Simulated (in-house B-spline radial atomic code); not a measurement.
Radial electron density of Tl⁷⁺, [Xe] 4f14 5d5 8f1. Computed with an all-electron radial atomic-structure program (B-spline basis): Dirac-Hartree-Fock, average of configuration, Fermi nucleus of rms radius 5.4759 fm.

Columns: r (bohr), 4πr²n(r) (electrons per bohr), bar.

```
0.000405    3.018 #
0.000519     4.45 #
0.000665    6.511 ##
0.000852     9.45 ###
 0.00109    13.56 ####
  0.0014    19.33 ######
 0.00179       27 ########
  0.0023    37.27 ###########
 0.00294    49.95 ###############
 0.00377    65.23 ###################
 0.00483       82 ########################
 0.00618    98.31 #############################
 0.00792    111.4 #################################
  0.0101      118 ###################################
   0.013    116.7 ##################################
  0.0167    109.5 ################################
  0.0213    104.6 ###############################
  0.0273    110.8 #################################
   0.035    130.2 ######################################
  0.0449    149.1 ############################################
  0.0575    147.8 ############################################
  0.0736    128.2 ######################################
  0.0943    119.9 ###################################
   0.121    136.5 ########################################
   0.155    138.5 #########################################
   0.198    103.4 ###############################
   0.254    79.46 #######################
   0.326    91.82 ###########################
   0.417    87.69 ##########################
   0.534    54.28 ################
   0.684    30.14 #########
   0.877    22.07 #######
    1.12    14.54 ####
    1.44    6.041 ##
    1.84    1.495 
    2.36   0.2348 
    3.03  0.07296 
    3.88  0.00329 
    4.97   0.1095 
    6.36 0.001546 
    8.15   0.1808 
    10.4    0.138 
    13.4  0.01018 
    17.1 8.92e-05 
      22 4.48e-08 
    28.1 8.504e-13
```

On this grid the curve has 6 maxima, near 0.0101, 0.0449, 0.155, 0.326, 4.97, 8.15 bohr.

The 5d5/2 radial function P(r) = rR(r), positive near the nucleus, with its small component Q(r) (sign convention: Q ≈ (P' + κP/r)/2c):

```csv
r (bohr),P,Q
0.00618,0.001235,-0.0001213
0.0101,0.004723,-0.0004608
0.0167,0.01744,-0.001688
0.0273,0.0562,-0.005396
0.0449,0.1539,-0.01475
0.0736,0.3104,-0.03049
0.121,0.3464,-0.04011
0.198,-0.06156,-0.01963
0.326,-0.5464,0.01624
0.534,-0.01275,0.01478
0.877,0.9607,-0.007378
1.44,0.8345,-0.009685
2.36,0.1897,-0.002232
3.88,0.00645,-7.504e-05
```
